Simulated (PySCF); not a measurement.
# Towards the basis-set limit for PI

State: ³Σ⁻, triplet, unpaired electrons π ↑↑. De refers to P + I. ROHF-based CCSD(T) in PySCF 2.14 with P cc-pV(T+d)Z, I cc-pVTZ-PP with ECP28 and P cc-pV(Q+d)Z, I cc-pVQZ-PP with ECP28 (frozen core orbitals: 14; scalar-relativistic core potentials). Correlation energies are extrapolated as n⁻³ (n = 3, 4), Hartree–Fock as (n+1)·exp(−9√n).

| Level | Re (Å) | ωe (cm⁻¹) | ωexe (cm⁻¹) | αe (cm⁻¹) | De (eV) |
| --- | --- | --- | --- | --- | --- |
| CCSD(T)/TZ | 2.4061 | 365.2 | 1.29 | 0.000543 | 2.128 |
| CCSD(T)/QZ | 2.3938 | 370.1 | 1.27 | 0.000541 | 2.290 |
| HF/CBS | 2.4171 | 368.8 | 0.965 | 0.000461 | 0.987 |
| MP2/CBS | 2.3722 | 383.7 | 1.11 | 0.000510 | 2.389 |
| CCSD/CBS | 2.3857 | 376.6 | 1.19 | 0.000523 | 2.221 |
| CCSD(T)/CBS | 2.3870 | 373.9 | 1.26 | 0.000538 | 2.400 |

How much is left between CCSD(T)/QZ and the basis-set limit, and how much do the triples give at the limit?

CCSD(T)/CBS less CCSD(T)/QZ: -6.8 mÅ in Re, +3.8 cm⁻¹ in ωe and +0.110 eV in De. CCSD(T)/CBS less CCSD/CBS: +1.3 mÅ in Re, -2.7 cm⁻¹ in ωe and +0.179 eV in De.

The T1 diagnostic is 0.029. The state was picked by a PBE0 search and need not be the measured ground state. Spin–orbit coupling, excitations beyond (T) and corrections to the Born–Oppenheimer picture are left out, and spin–orbit coupling matters for open p, d or f shells this heavy.

The whole job (state search and all basis sets along the bond) took about 10 min on 4 threads of Arm Neoverse V1 (shared host), peak memory 11 GiB.
